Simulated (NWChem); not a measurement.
System meant: C2H6OTe; SMILES CC[Te]O

NWChem input:

```
start job
memory heap 200 mb stack 900 mb global 1100 mb
geometry units angstroms noautoz
  Te     0.219925    -0.591270    -0.201290
  C      0.429911     1.518226    -0.636614
  C     -0.298581     2.398366     0.357019
  H      0.062283     1.665765    -1.662058
  H      1.518397     1.693705    -0.640776
  H      0.123669     2.306432     1.369368
  H     -1.363474     2.123764     0.403019
  H     -0.239815     3.457637     0.056352
  O     -1.780407    -0.521311    -0.035830
  H     -1.966074    -0.414055     0.905388
end
basis spherical
  * library def2-svp
end
dft
  xc xpbe96 cpbe96
  iterations 150
  mulliken
end
task dft energy
```

End of the output:

```
             Grid Information
             ----------------
          Grid used for XC integration:  medium
          Radial quadrature: Mura-Knowles
          Angular quadrature: Lebedev.
          Tag              B.-S. Rad. Rad. Pts. Rad. Cut. Ang. Pts.
          ---              ---------- --------- --------- ---------
          Te                  1.40      123          11.0       590
          C                   0.70       49          10.0       434
          H                   0.35       45          11.0       434
          O                   0.60       49          11.0       434
          Grid pruning is: on
          Number of quadrature shells:   540
          Spatial weights used:  Erf1

          Convergence Information
          -----------------------
          Convergence aids based upon iterative change in
          total energy or number of iterations.
          Levelshifting, if invoked, occurs when the
          HOMO/LUMO gap drops below (HL_TOL):  1.00D-02
          DIIS, if invoked, will attempt to extrapolate
          using up to (NFOCK): 10 stored Fock matrices.

                    Damping( 0%)  Levelshifting(0.5)       DIIS
                  --------------- ------------------- ---------------
          dE  on:    start            ASAP                start
          dE off:    2 iters        150 iters           150 iters

      Screening Tolerance Information
      -------------------------------
          Density screening/tol_rho:  1.00D-10
          AO Gaussian exp screening on grid/accAOfunc:  14
          CD Gaussian exp screening on grid/accCDfunc:  20
          XC Gaussian exp screening on grid/accXCfunc:  20
          Schwarz screening/accCoul:  1.00D-08

      Superposition of Atomic Density Guess
      -------------------------------------

      charge =      52.0 Te (Tellurium)

      symmetry species            s     p     d     f
      number of basis functions =10     7     6
      number of cont. functions = 4     4     2
      number of closed shells   = 5     3     2
      number of open shells     = 0     1     0
      open shell occupation     = 0     4     0
 ------------------------------------------------------------------------
 atomscf:atomd: error in atom scf                   0
 ------------------------------------------------------------------------
 ------------------------------------------------------------------------
  current input line :
    23: task dft energy
 ------------------------------------------------------------------------
 ------------------------------------------------------------------------
 This error has not yet been assigned to a category
 ------------------------------------------------------------------------
 For more information see the NWChem manual at https://nwchemgit.github.io

0:atomscf:atomd: error in atom scf:Received an Error in Communication
```

Problem. Find the fault in this run and fix the input.

Solution. The program stopped with an error. Cause: the def2 basis of a heavy element holds valence functions alone and wants its effective core potential (without it all electrons must fit into that basis). This input runs:
```
start job
memory heap 200 mb stack 900 mb global 1100 mb
geometry units angstroms noautoz
  Te     0.219925    -0.591270    -0.201290
  C      0.429911     1.518226    -0.636614
  C     -0.298581     2.398366     0.357019
  H      0.062283     1.665765    -1.662058
  H      1.518397     1.693705    -0.640776
  H      0.123669     2.306432     1.369368
  H     -1.363474     2.123764     0.403019
  H     -0.239815     3.457637     0.056352
  O     -1.780407    -0.521311    -0.035830
  H     -1.966074    -0.414055     0.905388
end
basis spherical
  * library def2-svp
end
ecp
  Te library def2-ecp
end
dft
  xc xpbe96 cpbe96
  iterations 150
  mulliken
end
task dft energy
```
It converges to -422.72440 Ha (PBE/def2-SVP with def2 effective core potentials on Te).
